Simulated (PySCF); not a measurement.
## Field gradients at the hydrogen positions

Species: C6H10FNSi.
Numbering: `[CH2:1]=[N:2][C@@H:3]([CH3:4])[Si@H:5]([F:6])[C:7]#[C:8][CH3:9]` (hydrogens: H10, H11 on C1; H12 on C3; H13, H14, H15 on C4; H16 on Si5; H17, H18, H19 on C9)

Structure used (GFN2-xTB), in Å, numbered top down from 1:
```
atom  x, y, z in Å
C1    -1.628    1.474   -0.674
N2    -1.771    0.234   -0.753
C3    -1.384   -0.620    0.323
C4    -2.459   -1.686    0.533
Si5    0.297   -1.417   -0.157
F6     0.625   -2.488    1.013
C7     1.605   -0.125   -0.129
C8     2.439    0.745   -0.114
C9     3.450    1.775   -0.093
H10   -1.232    1.996    0.206
H11   -1.905    2.081   -1.523
H12   -1.248   -0.051    1.262
H13   -2.639   -2.222   -0.396
H14   -3.393   -1.222    0.846
H15   -2.147   -2.392    1.298
H16    0.249   -2.190   -1.386
H17    4.214    1.530    0.645
H18    3.917    1.854   -1.074
H19    3.002    2.734    0.165
```

Level: PBE0/pcSseg-1 (PySCF, non-relativistic); Q(2H) = 0.00286 b; rigid geometry, the same for H and D, with no vibrational averaging.

Question: Rank these positions by the coupling χzz of a deuteron there, largest first.
A. H13 (methyl hydrogen)
B. H18 (methyl hydrogen)
C. H12 (methine hydrogen)
D. H16 (Si–H hydrogen)
E. H11 (hydrogen on a C=N carbon)
F. H10 (hydrogen on a C=N carbon)

Answer: E (219 kHz), A (211 kHz), B (207 kHz), F (197 kHz), C (185 kHz), D (112 kHz).

Question: Tabulate Vzz, the asymmetry η and χzz = 234.96 MHz × Q × Vzz for every hydrogen position.

Answer: 
```
atom  bonded to  bond length (Å)  Vzz (au)     η  χzz (kHz)
 H10         C1            1.097    0.2932  0.06        197
 H11         C1            1.080    0.3257  0.03        219
 H12         C3            1.107    0.2758  0.07        185
 H13         C4            1.087    0.3143  0.04        211
 H14         C4            1.089    0.3119  0.03        210
 H15         C4            1.087    0.3122  0.03        210
 H16        Si5            1.452    0.1662  0.01        112
 H17         C9            1.090    0.3076  0.03        207
 H18         C9            1.090    0.3075  0.03        207
 H19         C9            1.090    0.3077  0.03        207
```

Question: Average by the element that carries the hydrogen.

Answer: on C: 206 kHz over 9 positions, mean bond length 1.091 Å; on Si: 112 kHz over 1 position, mean bond length 1.452 Å.

Question: How does χzz go with the bond length over the 9 C–H bonds?

Answer: A straight-line fit has a slope of -12.8 kHz for each 0.01 Å, with a correlation coefficient of -1.00, over lengths from 1.080 to 1.107 Å. The longer bonds have the smaller couplings here.

Question: A static deuteron (I = 1) shows a doublet split by (3/2)χ, (3/4)χ(1 + η) and (3/4)χ(1 − η) with the field along z, y and x of the gradient. What are these for H18?

Answer: With |χ| = 206.7 kHz and η = 0.025: 310, 159 and 151 kHz, to first order and without motion.

Isolated species at its GFN2-xTB geometry (one conformer only). GFN2-xTB bond lengths can be off by several hundredths of an ångström, more for odd bonds, and the gradients follow them. With so small a basis the couplings can be 20 % off.

These values come from a run that also computed NMR shieldings. The run took 76 s wall on an Arm Neoverse N1 with one thread, shared host with 64 logical CPUs at a one-minute load of 61, and the process peaked at 0.94 GiB of memory.
